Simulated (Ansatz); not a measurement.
Gas-phase electronic energies from Ansatz, PBE0-D4/def2-TZVP geometries. CBS: MP2 limit from def2 TZ/QZ plus the TZ coupled-cluster correction, frozen cores. This one scheme is used for every species, atoms too. For atomizations the MP2-based limit and the directly extrapolated one differ by several kJ/mol either way, and by 10 to 25 for some Ge, Se and Sn compounds, so smaller differences from it don't rank the levels. Functionals use def2-TZVPP. No spin–orbit coupling; open shells (•) take unrestricted orbitals. Spin–orbit coupling would lower the free atoms: a little for C, F. One conformer a species, not always the lowest.

Reaction (atomization): `FC(F)CC(F)F` → 3 C• + 4 F• + 4 H•

`FC(F)CC(F)F`:

```xyz
11

F     0.686    1.891    1.325
C     0.004    1.219    0.367
F     0.332    1.774   -0.831
C     0.407   -0.232    0.385
C    -0.314   -1.042   -0.660
F     0.090   -2.333   -0.591
F    -1.653   -1.021   -0.418
H    -1.065    1.382    0.529
H     0.185   -0.655    1.367
H     1.483   -0.296    0.210
H    -0.154   -0.687   -1.682
```

```json
{"species": "`FC(F)CC(F)F`", "BLYP energy (Eh)": "-516.24396"}
{"species": "C•", "BLYP energy (Eh)": "-37.84656"}
{"species": "F•", "BLYP energy (Eh)": "-99.76086"}
{"species": "H•", "BLYP energy (Eh)": "-0.49755"}
```

Question: Work out ΔE.

Answer: ΔE = 4 × (-99.76086) + 4 × (-0.49755) + 3 × (-37.84656) − (-516.24396) = 1.67064 Eh = +4386.3 kJ/mol. CCSD(T)/CBS gives +4417.9 kJ/mol.

Question: What do rigid-rotor, harmonic-oscillator terms from PBE0-D4/def2-TZVP frequencies (298.15 K, 1 bar) make of the CCSD(T)/CBS value? (Best estimate.)

Answer: Ansatz gave: ΔZPE = -196.5 kJ/mol, ΔH = +4269.4 kJ/mol, ΔS = 1231 J/(mol·K), ΔG = +3902.3 kJ/mol. Open shells count their whole term as degenerate.

Largest T1 diagnostic among the species: 0.012.

Leaving LDA and LC-ωPBE aside and taking each functional with its dispersion term where it has one, the values, not all of them listed here, spread over 370.9 kJ/mol, from BHLYP-D4 to PBE-D4. LDA lies +686.9 kJ/mol from PBE without D4, its usual overbinding. In def2-TZVPP, CCSD(T) changes the Hartree–Fock value by +1163.7 kJ/mol (the triples alone add +78.2 kJ/mol) and MP2 by +1307.9 kJ/mol; breaking electron pairs costs correlation energy, which Hartree–Fock lacks. The D4 term adds +28.4 kJ/mol with B3LYP and +14.9 kJ/mol with PBE0; it sums over pairs of atoms, weighted by their polarisabilities, and B3LYP, whose exchange is more repulsive, gets the larger term.

B3LYP here is the variant with VWN-RPA as its local correlation; programs differ in this.
